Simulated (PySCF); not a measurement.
Job file and geometry (Å, from GFN2-xTB) of an NMR shielding run on SMILES C1(P(C=C)C)CC1, C₆H₁₁P, GIAO PBE0/pcSseg-1 NMR shielding, non-relativistic, gas phase in PySCF 2.14.0, density-fitted response routines; density fitting, a coarse starting grid and PySCF grid level 2 are the driver's defaults:

```
$ OMP_NUM_THREADS=1 python probes_run.py task.json out

{"job": {"kind": "nmr", "xc": "PBE0", "basis": "pcSseg-1"}, "charge": 0, "multiplicity": 1}
C     -1.624488    -1.883805    -0.156983
C     -1.843202    -0.642584     0.246214
P     -0.575449     0.515474     0.848088
C     -1.111536     1.981365    -0.155299
C      0.837502    -0.008332    -0.204338
C      2.208538     0.485940     0.159630
C      1.855790    -0.947448     0.375823
H     -0.631216    -2.297725    -0.211568
H     -2.430717    -2.537230    -0.451761
H     -2.855301    -0.260044     0.321898
H     -2.063527     2.347244     0.225417
H     -1.216965     1.716694    -1.206591
H     -0.368897     2.769915    -0.050302
H      0.606256    -0.110862    -1.261127
H      2.306595     1.118528     1.029829
H      2.890598     0.735393    -0.639848
H      1.711366    -1.285038     1.391831
H      2.295894    -1.691169    -0.272570
```

Problem. Write the output of this run.

Solution. 
```
coarse grid: 14960 points
cycle   1  E = -575.9992694823  dE =  7.973e-01  |g| = 4.293e-01  |ddm| = 3.810e+00
cycle   2  E = -575.9928445134  dE =  6.425e-03  |g| = 4.663e-01  |ddm| = 7.828e-01
cycle   3  E = -576.0490028760  dE = -5.616e-02  |g| = 3.734e-02  |ddm| = 4.234e-01
cycle   4  E = -576.0492515333  dE = -2.487e-04  |g| = 2.226e-02  |ddm| = 7.609e-02
cycle   5  E = -576.0493732369  dE = -1.217e-04  |g| = 5.597e-03  |ddm| = 2.615e-02
cycle   6  E = -576.0493802930  dE = -7.056e-06  |g| = 2.209e-03  |ddm| = 6.985e-03
final grid: 138272 points
cycle   7  E = -576.0930425711  dE = -3.627e-05  |g| = 9.827e-03  |ddm| = 3.689e-02
cycle   8  E = -576.0930278803  dE =  1.469e-05  |g| = 1.251e-02  |ddm| = 1.852e-02
cycle   9  E = -576.0930670821  dE = -3.920e-05  |g| = 1.479e-03  |ddm| = 1.073e-02
cycle  10  E = -576.0930676275  dE = -5.454e-07  |g| = 2.597e-04  |ddm| = 1.358e-03
cycle  11  E = -576.0930676441  dE = -1.659e-08  |g| = 8.144e-05  |ddm| = 3.623e-04
cycle  12  E = -576.0930676458  dE = -1.641e-09  |g| = 2.555e-05  |ddm| = 1.190e-04
cycle  13  E = -576.0930676459  dE = -1.576e-10  |g| = 5.489e-06  |ddm| = 2.754e-05
converged SCF energy = -576.0930676459

GIAO shielding tensors (ppm)
atom      isotropic    diamagn.    paramagn.     s11        s22        s33       span
  0 C       59.706     255.473    -195.767    -55.015     64.814    169.318    224.332
  1 C       33.716     264.208    -230.492    -86.657     35.787    152.017    238.674
  2 P      350.292     967.841    -617.550    288.322    353.761    408.792    120.470
  3 C      170.633     253.549     -82.915    159.267    166.735    185.898     26.630
  4 C      171.517     253.761     -82.244    140.905    152.120    221.527     80.622
  5 C      184.333     254.475     -70.142    152.613    180.691    219.697     67.084
  6 C      180.620     253.255     -72.635    149.845    178.602    213.414     63.568
  7 H       25.692      33.847      -8.155     22.792     23.149     31.137      8.345
  8 H       25.733      29.121      -3.389     22.922     24.609     29.667      6.744
  9 H       25.150      31.859      -6.709     22.689     24.172     28.589      5.900
 10 H       30.582      30.563       0.019     26.102     27.373     38.270     12.167
 11 H       30.472      32.267      -1.795     26.566     28.774     36.075      9.509
 12 H       30.396      31.235      -0.839     25.373     28.783     37.032     11.660
 13 H       31.225      34.518      -3.293     25.278     28.807     39.590     14.312
 14 H       31.377      31.856      -0.479     25.131     28.515     40.486     15.355
 15 H       31.070      31.141      -0.071     25.277     26.356     41.578     16.301
 16 H       31.259      31.787      -0.528     25.557     28.232     39.989     14.431
 17 H       30.879      31.198      -0.318     25.449     26.077     41.112     15.664
```

Size and cost of the density-fitted run: 181 basis functions, 25 s wall time on 1 thread of an Arm Neoverse V1, shared host; peak memory 0.98 GiB.
